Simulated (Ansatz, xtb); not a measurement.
# Ranking isomers of C4H3N3

6 gas-phase structures of C4H3N3, from a drawn sample of its isomers (lower ones may exist). Each was relaxed with GFN2-xTB:

A. `N#CC1=NCC=N1`, a singlet
B. `N#Cc1cn[nH]c1`, a singlet
C. `C#Cc1nnc[nH]1`, a singlet
D. `N#Cc1ccn[nH]1`, a singlet
E. `N#Cc1c[nH]cn1`, a singlet
F. `N#Cc1ncc[nH]1`, a singlet

Estimate their order in r2SCAN-D4/def2-SVP//GFN2-xTB energy at these geometries, lowest first.

Calculated order at r2SCAN-D4/def2-SVP//GFN2-xTB: E (0.0), F (1.6), B (9.9), D (11.8), A (26.8), C (48.5) kcal/mol.

Energies above the lowest of each column, in kcal/mol; the last columns are at r2SCAN-D4/def2-SVP geometries and were run for some of them only (a dash: not run or not comparable):

| structure | GFN2-xTB | HF/STO-3G | r2SCAN-D4/def2-SVP//GFN2-xTB | r2SCAN-D4/def2-SVP | CCSD(T)/def2-SVP + ΔMP2/def2-TZVPP |
| --- | --- | --- | --- | --- | --- |
| E | 0.0 | 0.0 | 0.0 | 0.0 | 0.0 |
| F | 1.0 | 3.0 | 1.6 | 1.7 | 2.6 |
| B | 10.7 | 7.5 | 9.9 | 9.9 | 10.4 |
| D | 11.7 | 10.4 | 11.8 | 11.8 | 12.8 |
| A | 24.3 | 15.0 | 26.8 | – | – |
| C | 28.1 | 52.3 | 48.5 | – | – |

Every level run on E puts it lowest or level with the lowest. Frequencies (GFN2-xTB) were run for B, D, E, F alone. ΔMP2 is the change of the MP2 energy from the smaller to the larger basis.

Over these structures GFN2-xTB departs from r2SCAN-D4/def2-SVP//GFN2-xTB by 5.5 kcal/mol on average once a common shift is removed. A GFN2-xTB relaxation took about 0.046 s and the r2SCAN-D4/def2-SVP//GFN2-xTB energy about 1.8 s on a shared host (Ansatz 0.2.0, xtb 6.7.1).
